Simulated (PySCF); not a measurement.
PySCF input file for C₂H₆BO₂, SMILES [B](OC)OC, multiplicity 2, PBE0/pcH-1. Geometry: ωB97X-D3(BJ)/def2-SVP. The isomer is the one that the SMILES or the coordinates give; other isomers of the formula were not compared. The values are those of a single conformer.

```python
import numpy as np
from pyscf import gto, scf, dft
from pyscf.prop.hfc import uks as hfc

mol = gto.M(
    atom='''
    C     1.94865384    0.53099489    0.35016202
    O     1.31978677   -0.64779729   -0.13904258
    B    -0.01150437   -0.74848240   -0.28672014
    O    -0.87134007    0.25037563    0.02287560
    C    -2.27443646    0.14280474   -0.11810273
    H     1.21447581    1.22290044    0.79015535
    H     2.68869991    0.24375602    1.11215244
    H     2.47230611    1.03626841   -0.47678385
    H    -2.75145411    0.29668334    0.86267116
    H    -2.63143945    0.92362146   -0.80806642
    H    -2.56794446   -0.84424233   -0.50954787
    ''',
    basis='pcH-1',
    charge=0,
    spin=1,
    max_memory=1600,
    verbose=3,
)
mf = dft.UKS(mol, xc='pbe0').density_fit(auxbasis='def2-universal-jkfit')
mf.grids.level = 3
mf.conv_tol = 1e-10
mf.max_cycle = 100
mf.kernel()
fine, coarse = mf.grids, dft.Grids(mol).set(level=1).build(with_non0tab=True)
for _ in range(3):  # follow internal instabilities
    mf.grids = coarse
    mo, _, stable, _ = mf.stability(return_status=True, nroots=4)
    mf.grids = fine
    if stable:
        break
    mf.kernel(mf.make_rdm1(mo, mf.mo_occ))
A = hfc.HFC(mf).make_fcdip(mf.make_rdm1())  # Fermi contact and dipolar terms, MHz
print('atom   A(iso)/MHz   principal dipolar parts/MHz')
for i, a in enumerate(A):
    w = np.linalg.eigvalsh((a + a.T) / 2)
    print(f'{mol.atom_symbol(i):2s}{i + 1:3d} {w.mean():12.2f}', (w - w.mean()).round(2))
```

Output:

```

WARN: HOMO -0.173828805560685 >= LUMO -0.173828805560692

converged SCF energy = -254.84052938946  <S^2> = 0.75254244  2S+1 = 2.0025408
<class 'pyscf.df.df_jk.DFUKS'> wavefunction is stable in the internal stability analysis
atom   A(iso)/MHz   principal dipolar parts/MHz
C   1        28.02 [-4.58 -4.23  8.81]
O   2      -153.64 [-8.33 -0.14  8.47]
B   3       619.64 [-35.58 -28.23  63.81]
O   4       -21.50 [-29.52  10.97  18.55]
C   5        24.73 [-1.73 -1.51  3.24]
H   6        -2.89 [-3.85 -0.28  4.13]
H   7        -4.07 [-2.94 -1.19  4.12]
H   8        -4.99 [-2.99 -1.06  4.05]
H   9        -2.06 [-2.54 -2.05  4.59]
H  10        -2.02 [-2.54 -2.05  4.59]
H  11        -2.37 [-5.71 -3.8   9.51]
```

The run converged.

Cost: very roughly 2.8 core-minutes.
